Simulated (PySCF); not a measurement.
CBr₃, SMILES Br[C+](Br)Br, charge +1.

Geometry optimised at PBE-D3(BJ)/def2-SVP.

Calculation: PBE-D3(BJ)/def2-SVP in PySCF.

Frequencies are harmonic and unscaled.

Modes within 1.5 cm⁻¹ of each other (mostly degenerate sets) share a row, with their intensities summed.

Computed normal modes with their intensities:
```tsv
mode	ν (cm⁻¹)	IR (km/mol)	moving atoms (share of kinetic energy)
1–2	178	0.1	Br 97 %
3	315	0.0	Br 100 %
4	424	3.3	C 95 %
5–6	867	407.7	C 92 %
```
